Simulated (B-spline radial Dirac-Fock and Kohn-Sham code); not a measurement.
# Run log: Re⁺

ΔSCF core binding energies without Breit or QED terms, calculated with an atomic code on a B-spline grid. Keys: rel is the Hamiltonian (dirac, or spin-free x2c and nr, where L3 and M5 stand for the whole 2p and 3d shells), method is hf or an exchange,correlation pair (spin-unpolarised, also for the hole states), nuc the nuclear model, radius_factor scales its radius, rmax is the box in bohr, h the logarithmic mesh step, order the B-spline order, points the quadrature points per cell, c_factor scales the speed of light, and damp, ndamp, maxit and tol steer the iteration. The run stops when the commutator error falls below 10·tol·max(1, Z/10), or the numerical noise floor, and the energy has settled to about 1e-8 Ha; the virial ratio is −V/T.

Input (task.json):

```json
{"items": [{"Z": 75, "q": 1, "cfg": [[1, 0, 2], [2, 0, 2], [2, 1, 6], [3, 0, 2], [3, 1, 6], [3, 2, 10], [4, 0, 2], [4, 1, 6], [4, 2, 10], [4, 3, 14], [5, 0, 2], [5, 1, 6], [5, 2, 5], [6, 0, 1]], "A": 187, "rrms": 5.3698, "do": "settings", "holes": ["K", "L3", "M5"],
  "settings": [{"rel": "dirac", "method": "pw91,pw91", "nuc": "fermi", "radius_factor": 1.2, "rmax": 45.0, "h": 0.3, "order": 8, "points": 10, "c_factor": 2.0, "maxit": 60, "damp": 0.5, "ndamp": 3, "tol": 1e-08}]}]}
```

Command: `python xray2_run.py task.json out`

Ground-state iterations:

```
iter   energy (Ha)        error
   1   -15992.72369689  3.65e+00
   2   -15993.79313458  1.90e-01
   3   -15993.97227934  4.81e-02
   4   -15993.99276259  2.46e-02
   5   -15993.99124797  1.92e-02
   6   -15993.99442097  1.02e-02
   7   -15993.99572267  5.19e-05
   8   -15993.99572273  2.66e-05
   9   -15993.99572275  1.85e-06
  10   -15993.99572275  6.26e-08
```

The ground state converged in 10 iterations, with total energy -15993.99572 Ha, virial ratio 1.97444 and highest orbital energy -11.42 eV. ΔSCF binding energies: K (1s) 67391.5 eV, L3 (2p3/2) 10505.9 eV, M5 (3d5/2) 1924.2 eV.
